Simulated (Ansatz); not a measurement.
`FC(F)[SiH3]` + `[AlH3]` → `F[CH]([AlH2])[SiH3]` + H–F at 700 K and 1 bar (formal exchange of groups at a C–F bond).

Computed with Ansatz on PBE0-D4/def2-TZVP structures; ΔE is electronic, products minus reactants. CBS: MP2 limit from def2 TZ/QZ plus the TZ coupled-cluster correction, frozen cores. This one scheme is used for every species.

```json
{"species": "`FC(F)[SiH3]`", "CCSD(T)/CBS energy (Eh)": "-529.09339", "H − E (kJ/mol)": "183.9", "S (J/(mol·K))": "398.7"}
{"species": "`[AlH3]`", "CCSD(T)/CBS energy (Eh)": "-243.78045", "H − E (kJ/mol)": "80.2", "S (J/(mol·K))": "251.4"}
{"species": "`F[CH]([AlH2])[SiH3]`", "CCSD(T)/CBS energy (Eh)": "-672.50092", "H − E (kJ/mol)": "228.6", "S (J/(mol·K))": "469.0"}
{"species": "H–F", "CCSD(T)/CBS energy (Eh)": "-100.39570", "H − E (kJ/mol)": "45.2", "S (J/(mol·K))": "198.5"}
```

H − E and S are ideal-gas, rigid-rotor, harmonic terms from PBE0-D4/def2-TZVP, for one conformer and one mirror image of each species. 1 Eh = 2625.50 kJ/mol, R = 8.31446 J/(mol·K).

Task: By hand: ΔE, ΔH, ΔS and ΔG.

Result: ΔE = (-672.50092) + (-100.39570) − (-529.09339) − (-243.78045) = -0.02278 Eh = -59.8 kJ/mol. Δ(H − E) = 228.6 + 45.2 − 183.9 − 80.2 = 9.7, so ΔH = -50.1 kJ/mol. ΔS = 469.0 + 198.5 − 398.7 − 251.4 = 17.4 J/(mol·K). ΔG = -50.1 − 700 × (17.4)/1000 = -62.3 kJ/mol.

Task: By hand: the equilibrium constant, and the temperature at which ΔG would vanish if ΔH and ΔS stayed fixed.

Result: log₁₀ K = −ΔG/(RT ln 10) = 4.6. ΔH and −TΔS have one sign here, so there is no such temperature.

ΔH outweighs TΔS. A doubt of 5 kJ/mol in ΔE shifts log₁₀ K by 0.4 here. Other conformers and mirror images would add mixing entropy, several J/(mol·K) or more a flexible species. These are equilibria of isolated gas molecules and say nothing of rates. Largest T1 diagnostic: 0.012 (customary marks: 0.02 for closed shells, 0.045 for open ones).
